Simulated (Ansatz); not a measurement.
`[SiH3]OB(Cl)Cl` + NH₃ → `NB(Cl)O[SiH3]` + HCl at 400 K and 1 bar (ligand exchange at a B–Cl bond).

Calculated with Ansatz (gas phase, PBE0-D4/def2-TZVP geometries, no zero-point term in ΔE). CCSD(T)/CBS is the MP2 limit (def2-TZVPP, def2-QZVPP) plus CCSD(T) − MP2 in def2-TZVPP, frozen cores. This one scheme is used for every species. One conformer a species, not always the lowest.

| species | CCSD(T)/CBS energy (Eh) | H − E (kJ/mol) | S (J/(mol·K)) |
| --- | --- | --- | --- |
| `[SiH3]OB(Cl)Cl` | -1310.57934 | 128.2 | 388.2 |
| NH₃ | -56.50880 | 104.2 | 203.1 |
| `NB(Cl)O[SiH3]` | -906.71622 | 198.7 | 396.2 |
| HCl | -460.38127 | 29.6 | 195.4 |

H − E and S are ideal-gas, rigid-rotor, harmonic terms from PBE0-D4/def2-TZVP, for one conformer and one mirror image of each species. 1 Eh = 2625.50 kJ/mol, R = 8.31446 J/(mol·K).

Task: By hand: ΔE, ΔH, ΔS and ΔG.

Result: ΔE = (-906.71622) + (-460.38127) − (-1310.57934) − (-56.50880) = -0.00935 Eh = -24.5 kJ/mol. Δ(H − E) = 198.7 + 29.6 − 128.2 − 104.2 = -4.1, so ΔH = -28.6 kJ/mol. ΔS = 396.2 + 195.4 − 388.2 − 203.1 = 0.3 J/(mol·K). ΔG = -28.6 − 400 × (0.3)/1000 = -28.7 kJ/mol.

Task: By hand: the equilibrium constant, and the temperature at which ΔG would vanish if ΔH and ΔS stayed fixed.

Result: log₁₀ K = −ΔG/(RT ln 10) = 3.7. ΔH and −TΔS have one sign here, so there is no such temperature.

The number of gas molecules stays the same, so ΔS is small and ΔH decides. A doubt of 5 kJ/mol in ΔE shifts log₁₀ K by 0.7 here. Other conformers and mirror images would add mixing entropy, several J/(mol·K) or more a flexible species. Modes under 60 cm⁻¹, often nearly free rotors, make the harmonic entropy too high. These are equilibria of isolated gas molecules and say nothing of rates. Largest T1 diagnostic: 0.012 (customary marks: 0.02 for closed shells, 0.045 for open ones).

ΔS is within the doubt of such terms, so its sign, and with it that verdict, could turn.
